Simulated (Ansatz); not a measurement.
Reaction (hydrogenolysis of a C–Cl bond): `O/C(Cl)=C/[SiH3]` + H₂ → `O/C=C/[SiH3]` + HCl

Isolated molecules relaxed with PBE0-D4/def2-TZVP in Ansatz; ΔE leaves out vibrations. CCSD(T)/CBS adds triple-zeta CCSD(T) − MP2 to the extrapolated MP2 energy (def2 sets, frozen cores). This one scheme is used for every species. Double bonds are as drawn, so ΔE can hold a change between cis and trans. Functionals use def2-TZVPP. B3LYP here is the variant with VWN-RPA as its local correlation; programs differ in this. One conformer a species, not always the lowest.

Problem. Is it downhill or uphill in electronic energy at CCSD(T)/CBS, and by how much? (An estimate is asked.)

Solution. Computed: Downhill: ΔE = -77.9 kJ/mol.

Problem. What do these levels give: PBE-D4, B3LYP-D4, B2PLYP, PBE, PBE0, B3LYP, MP2/def2-TZVPP, CCSD/def2-TZVPP, CCSD(T)/def2-TZVPP, HF/def2-QZVPP, MP2/CBS(def2), CCSD/CBS(def2)? (Estimate.)

Solution. Computed: PBE-D4 -64.7, B3LYP-D4 -74.4, B2PLYP -81.2, PBE -70.9, PBE0 -79.2, B3LYP -84.7, MP2/def2-TZVPP -72.5, CCSD/def2-TZVPP -88.9, CCSD(T)/def2-TZVPP -81.3, HF/def2-QZVPP -109.2, MP2/CBS(def2) -69.2, CCSD/CBS(def2) -85.6 kJ/mol.

Largest T1 diagnostic among the species: 0.013.

The D4 term adds +10.2 kJ/mol with B3LYP and +5.4 kJ/mol with PBE0; it sums over pairs of atoms, weighted by their polarisabilities, and B3LYP, whose exchange is more repulsive, gets the larger term. From PBE to PBE0 (25 % exact exchange), in def2-TZVPP and without D4, ΔE moves by −8.3 kJ/mol. In def2-TZVPP, CCSD(T) changes the Hartree–Fock value by +27.9 kJ/mol (the triples alone add +7.7 kJ/mol) and MP2 by +36.7 kJ/mol.
